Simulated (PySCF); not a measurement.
Isomers of C2H7NSSi2. Computed with PBE0-D3(BJ)/def2-SVP geometry optimisation, gas phase in PySCF. One conformer each; no zero-point energy, no entropy. No frequencies were run at this level. Point groups hold within 0.08 Å.

Question: Rank from lowest to highest electronic energy at this level (kJ/mol).
A. `[CH3:1][S:2][SiH2:3][SiH2:4][C:5]#[N:6]` with C1–S2–Si3–Si4 -179°, S2–Si3–Si4–C5 -179°
B. `[N:1]#[C:2][CH2:3][SiH2:4][S:5][SiH3:6]` with C2–C3–Si4–S5 180°, C3–Si4–S5–Si6 -178°

Answer: B (0.0), A (70.4).

As drawn, the higher has an Si–Si bond, which the lower lacks.

```json
{"SMILES": "N#CC[SiH2]S[SiH3]", "E (Eh)": "-1111.44548", "E rel (kJ/mol)": "0.0", "dipole (D)": "3.56", "point group": "near Cs", "A, B, C (MHz)": "7186, 683.2, 635.9"}
{"SMILES": "CS[SiH2][SiH2]C#N", "E (Eh)": "-1111.41864", "E rel (kJ/mol)": "70.4", "dipole (D)": "4.06", "point group": "–", "A, B, C (MHz)": "6342, 700.2, 642.8"}
```

Q: How do the relative energies change in single points at B3LYP/pcSseg-1 (no added dispersion term) on the same geometries?

A: 
```
           SMILES  PBE0-D3(BJ)/def2-SVP (kJ/mol)  B3LYP/pcSseg-1 (kJ/mol)  shift
N#CC[SiH2]S[SiH3]                            0.0                      0.0    0.0
CS[SiH2][SiH2]C#N                           70.4                     59.2  -11.2
```

Each column counts from its own lowest isomer. The order is unchanged; the largest shift is 11.2 kJ/mol.
